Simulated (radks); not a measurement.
Results of a calculation; reference values are marked as such.
Ionisation of the rhodium ion Rh+, [Kr] 4d8, to Rh2+, [Kr] 4d7, under several functionals. Scalar-relativistic Kohn-Sham, spin-polarised, spherical densities, point nucleus; open shells are filled with parallel spins first (spin-orbit coupling, left out, can overturn this in heavy ions); a radial shooting solver on a logarithmic mesh with Libxc functionals.

RPBE: E(Rh+) (hartree) -4784.16962; Exc (hartree) -138.68383; IE (eV) 18.422; -e(HOMO) (eV) 12.752; <r> HOMO (bohr) 1.558; IE error (eV) +0.342
PBEsol: E(Rh+) (hartree) -4781.47661; Exc (hartree) -135.95296; IE (eV) 18.536; -e(HOMO) (eV) 12.869; <r> HOMO (bohr) 1.557; IE error (eV) +0.456
exchange-only B88: E(Rh+) (hartree) -4782.20670; Exc (hartree) -136.66651; IE (eV) 17.356; -e(HOMO) (eV) 11.790; <r> HOMO (bohr) 1.576; IE error (eV) -0.724
SOGGA: E(Rh+) (hartree) -4781.14674; Exc (hartree) -135.62274; IE (eV) 18.410; -e(HOMO) (eV) 12.745; <r> HOMO (bohr) 1.556; IE error (eV) +0.330
Wu-Cohen GGA: E(Rh+) (hartree) -4783.19522; Exc (hartree) -137.69251; IE (eV) 18.533; -e(HOMO) (eV) 12.865; <r> HOMO (bohr) 1.555; IE error (eV) +0.453
HCTH/407: E(Rh+) (hartree) -4786.96592; Exc (hartree) -141.67574; IE (eV) 18.718; -e(HOMO) (eV) 13.010; <r> HOMO (bohr) 1.551; IE error (eV) +0.638
exchange-only PBE: E(Rh+) (hartree) -4781.57154; Exc (hartree) -136.01814; IE (eV) 17.387; -e(HOMO) (eV) 11.824; <r> HOMO (bohr) 1.582; IE error (eV) -0.693

NIST Atomic Spectra Database: 18.080 eV (semi-empirical). Closest: SOGGA. The Delta-SCF values span 1.36 eV, the total energies 5.82 hartree. The highest occupied level is 4d. Open shells are spherical and high-spin; term and fine-structure splittings are not resolved.
